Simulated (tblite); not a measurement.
Input of a run (GFN2-xTB geometry optimisation, gas phase (tblite 0.8.0)), started from a force field or distance geometry:
```
{"job": {"kind": "relax", "xc": "GFN2-xTB", "basis": "xTB"}, "charge": 0, "multiplicity": 1}
N      1.921600    -1.569000     0.466900
P      0.639400    -0.558700     0.974900
C     -0.725800    -1.260400    -0.040800
C     -1.942700    -0.313100    -0.089000
S     -1.633600     1.213100    -1.022200
C     -0.229800     1.886400    -0.074700
C      0.980200     0.950000    -0.041800
H      2.813400    -1.315700     0.898600
H      2.072500    -1.572200    -0.539600
H     -1.041700    -2.211600     0.407700
H     -0.397000    -1.476900    -1.065000
H     -2.779800    -0.836000    -0.570000
H     -2.283500    -0.048400     0.936600
H     -0.568900     2.140100     0.932800
H      0.065000     2.833100    -0.554700
H      1.826400     1.473500     0.425000
H      1.277600     0.677800    -1.054600
```

Output (eV, eV/Å):
```
step      E/eV     max force
  0    -608.21382    0.876
  1    -608.25036    0.370
  2    -608.26267    0.249
  3    -608.26880    0.244
  4    -608.27911    0.235
  5    -608.28399    0.190
  6    -608.28786    0.167
  7    -608.29109    0.151
  8    -608.29431    0.139
  9    -608.29685    0.127
 10    -608.29922    0.133
 11    -608.30230    0.183
 12    -608.30653    0.220
 13    -608.31066    0.193
 14    -608.31326    0.140
 15    -608.31469    0.078
 16    -608.31570    0.092
 17    -608.31655    0.075
 18    -608.31720    0.076
 19    -608.31769    0.077
 20    -608.31821    0.070
 21    -608.31887    0.083
 22    -608.31955    0.097
 23    -608.32007    0.069
 24    -608.32043    0.042
 25    -608.32076    0.049
 26    -608.32113    0.063
 27    -608.32146    0.064
 28    -608.32170    0.039
 29    -608.32185    0.032
 30    -608.32197    0.029
 31    -608.32209    0.037
 32    -608.32220    0.031
 33    -608.32231    0.032
 34    -608.32245    0.030
 35    -608.32261    0.037
 36    -608.32280    0.040
 37    -608.32297    0.035
 38    -608.32310    0.032
 39    -608.32320    0.023
 40    -608.32330    0.026
 41    -608.32341    0.028
 42    -608.32351    0.025
 43    -608.32359    0.019
 44    -608.32364    0.017
 45    -608.32369    0.019
 46    -608.32375    0.024
 47    -608.32383    0.024
 48    -608.32389    0.021
 49    -608.32393    0.016
 50    -608.32397    0.021
 51    -608.32400    0.018
 52    -608.32403    0.013
 53    -608.32404    0.007
```

Summarise the run.

The energy falls by 0.110 eV over 53 L-BFGS steps, the largest force on an atom goes from 0.88 to 0.007 eV/Å, and the atoms move by 0.115 Å rms after alignment. Among the bonds, C3–C4 and P2–C7 change most and about equally (-0.026 to +0.026 Å). Bonds longer at the end by more than 0.005 Å: 3 of 17; shorter: 7. Among the angles that change most is H8–N1–H9, from 106.8° to 110.2°. Among the dihedrals that turn most is H8–N1–P2–C7, from 77° to 100°. The energy never rose by more than 1e-5 eV on the way. The first step brought 33 % of the lowering.

What are the final bond lengths?

N1–P2 1.695 Å, P2–C3 1.863 Å, C3–C4 1.517 Å, C4–S5 1.820 Å, S5–C6 1.819 Å, C6–C7 1.518 Å, P2–C7 1.876 Å, N1–H8 1.011 Å, N1–H9 1.015 Å, C3–H10 1.094 Å, C3–H11 1.095 Å, C4–H12 1.091 Å, C4–H13 1.092 Å, C6–H14 1.091 Å, C6–H15 1.091 Å, C7–H16 1.096 Å, C7–H17 1.096 Å. Numbering counts from 1 in the input's order; the species is `C1SCCP(N)C1`.

Its GFN2-xTB frequencies are all real (lowest 111 cm⁻¹). The numbers are those of one conformer.

These are computed values.
